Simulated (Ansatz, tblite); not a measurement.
Removing and adding an electron: triphenylsulfonium tris(triflyl)methide, `O=S(=O)([C-](S(=O)(=O)C(F)(F)F)S(=O)(=O)C(F)(F)F)C(F)(F)F.c1ccc([S+](c2ccccc2)c2ccccc2)cc1`. Charge 0, multiplicity 1. Geometry: PBE-D4/def2-SVP. Ansatz, gas phase; energy differences of separate SCF runs; the oxidised species was run as a doublet alone; the reduced species was run as a doublet alone.

```xyz
56

O     3.576    2.727    0.125
S     2.405    2.113   -0.525
O     1.113    2.024    0.212
C     2.876    0.573   -1.182
S     1.674   -0.389   -1.968
O     0.565    0.542   -2.341
O     1.336   -1.667   -1.281
C     2.373   -0.930   -3.684
F     3.359   -0.125   -4.073
F     1.344   -0.815   -4.541
F     2.774   -2.194   -3.662
S     4.451   -0.105   -0.902
O     5.532    0.887   -0.988
O     4.478   -1.384   -1.649
C     4.452   -0.640    0.931
F     3.785   -1.805    1.069
F     3.857    0.279    1.707
F     5.713   -0.813    1.334
C     2.019    3.241   -2.046
F     2.642    4.407   -1.844
F     2.464    2.691   -3.177
F     0.701    3.462   -2.138
C     0.632   -0.884    4.347
C     1.326   -1.304    3.201
C     0.816   -1.029    1.925
C    -0.406   -0.343    1.832
S    -0.930   -0.001    0.149
C    -1.795   -1.494   -0.352
C    -1.816   -1.724   -1.737
C    -2.474   -2.868   -2.211
C    -3.072   -3.765   -1.312
C    -3.014   -3.530    0.071
C    -2.369   -2.387    0.566
C    -2.250    1.216    0.306
C    -3.586    0.849    0.537
C    -4.553    1.861    0.622
C    -4.183    3.208    0.471
C    -2.844    3.550    0.228
C    -1.859    2.555    0.135
C    -1.113    0.096    2.960
C    -0.580   -0.186    4.227
H     1.045   -1.094    5.345
H     2.285   -1.835    3.287
H     1.348   -1.344    1.014
H    -1.297   -1.032   -2.417
H    -2.499   -3.068   -3.293
H    -3.577   -4.666   -1.692
H    -3.467   -4.245    0.774
H    -2.300   -2.201    1.647
H    -3.873   -0.207    0.637
H    -5.605    1.591    0.801
H    -4.949    3.995    0.533
H    -2.555    4.604    0.096
H    -0.802    2.795   -0.058
H    -2.052    0.659    2.854
H    -1.116    0.153    5.127
```

The xTB rows come from tblite. HSE06 is defined as in plane-wave codes, on full-range PBE exchange. Single mean-field runs in def2-SVP are fitted with def2-universal-jkfit. HOMO above LUMO, or a gap near zero within one spin, warns that the state may not be the lowest or that an electron is smeared out.

```tsv
level	−HOMO (eV)	vertical IE (eV)	−LUMO (eV)	vertical EA (eV)	HOMO–LUMO gap (eV)	IE − EA (eV)	remarks
GFN1-xTB	11.96	14.15	9.06	7.17	2.90	6.98	–
GFN2-xTB	11.23	13.32	8.12	6.20	3.12	7.12	–
HSE06-D4/def2-SVP	6.96	8.65	2.45	0.91	4.51	7.74	HOMO above zero (-1 doublet)
```

Estimate the rows for PBE-D4/def2-SVP, PBE0-D4/def2-SVP.


```csv
level,−HOMO (eV),vertical IE (eV),−LUMO (eV),vertical EA (eV),HOMO–LUMO gap (eV),IE − EA (eV),remarks
PBE-D4/def2-SVP,5.79,7.96,2.87,–,2.92,–,gap within one spin near zero (+1 doublet)
PBE0-D4/def2-SVP,7.36,8.71,2.08,0.89,5.28,7.83,HOMO above zero (-1 doublet)
```

Relaxing the reduced species (PBE-D4/def2-SVP) changes its energy by -0.44 eV at PBE0-D4/def2-SVP, so the adiabatic electron affinity to this nearest minimum is 1.32 eV.  Run but left out: PBE-D4/def2-SVP (charge -1 doublet: an occupied level 0.00 eV above an empty one).   A HOMO above zero means that the electron is unbound at that level or that self-interaction error raises the level; the energy of removing that electron tells which. Raw xTB energy differences between charge states are shifted by several eV; the methods need an empirical correction for them. Sets without diffuse functions give affinities that are too small.
